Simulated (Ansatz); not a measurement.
Gas-phase electronic energies from Ansatz, PBE0-D4/def2-TZVP geometries. CCSD(T)/CBS is the MP2 limit (def2-TZVPP, def2-QZVPP) plus CCSD(T) − MP2 in def2-TZVPP, frozen cores. This one scheme is used for every species. DFT in def2-TZVPP. B3LYP here is the variant with VWN-RPA as its local correlation; programs differ in this. Elements past krypton have def2 core potentials. For Mo outer-core shells are correlated without core-valence functions, which leaves a few kJ/mol of doubt a bond. One conformer a species, not always the lowest.

`C[N]=[Mo](=[O])([OH])[F]` + `CN(C)[Si]Cl` → `C[N]=[Mo](=[O])([OH])[N](C)C` + `F[Si]Cl`  (redistribution)

`C[N]=[Mo](=[O])([OH])[F]`:

```xyz
10

C    -0.600   -0.342    1.616
N    -0.178    0.259    0.402
Mo    0.823    0.276   -0.995
O     1.758   -1.114   -0.939
O    -0.282    0.249   -2.513
F     1.877    1.810   -0.928
H    -0.089   -1.297    1.787
H    -0.393    0.328    2.456
H    -1.680   -0.520    1.588
H    -1.235    0.350   -2.475
```

`CN(C)[Si]Cl`:

```xyz
11

C     1.125    0.604   -0.628
N     0.212   -0.274    0.079
C    -1.120    0.274    0.183
Si    0.878   -1.748    0.635
Cl   -0.791   -2.645    1.563
H     1.216    1.569   -0.116
H     2.119    0.152   -0.683
H     0.776    0.792   -1.650
H    -1.773   -0.408    0.723
H    -1.100    1.235    0.709
H    -1.542    0.449   -0.814
```

`C[N]=[Mo](=[O])([OH])[N](C)C`:

Cartesian coordinates in Å:
```
C -0.600 1.719 2.515
N -0.779 0.928 1.350
Mo -0.760 -0.600 0.535
O -0.223 -1.853 1.538
O -2.533 -0.922 -0.099
N 0.470 -0.384 -0.931
C 0.996 -1.568 -1.574
C 1.008 0.841 -1.470
H 0.106 2.531 2.308
H -1.550 2.176 2.811
H -0.214 1.133 3.357
H -2.807 -1.832 -0.239
H 0.609 -2.476 -1.107
H 2.091 -1.598 -1.501
H 0.725 -1.591 -2.638
H 0.608 1.698 -0.932
H 2.104 0.853 -1.392
H 0.749 0.947 -2.531
```

`F[Si]Cl`:

```xyz
3

F    -0.156   -0.983   -0.952
Si    0.006    0.563   -0.559
Cl    0.151    0.419    1.511
```

```csv
level,ΔE (eV)
B3LYP-D4,0.02
r2SCAN0-D4,0.09
HF/def2-QZVPP,0.05
MP2/CBS(def2),-0.10
```

What does CCSD(T)/CBS give? (An estimate is asked.)

Computed: -0.05 eV. The listed levels differ from it by 0.07, 0.14, 0.10, -0.05 eV.

Largest T1 diagnostic among the species: 0.022, so the coupled-cluster value is less sure than usual.

Leaving LDA and LC-ωPBE aside and taking each functional with its dispersion term where it has one, the values, not all of them listed here, spread over 0.11 eV, from BHLYP-D4 to r2SCAN-D4. In def2-TZVPP, CCSD(T) changes the Hartree–Fock value by −0.13 eV (the triples alone add −0.02 eV) and MP2 by −0.17 eV. At CCSD(T), def2-SVP lies +0.08 eV from the extrapolated value and def2-TZVPP −0.01 eV.
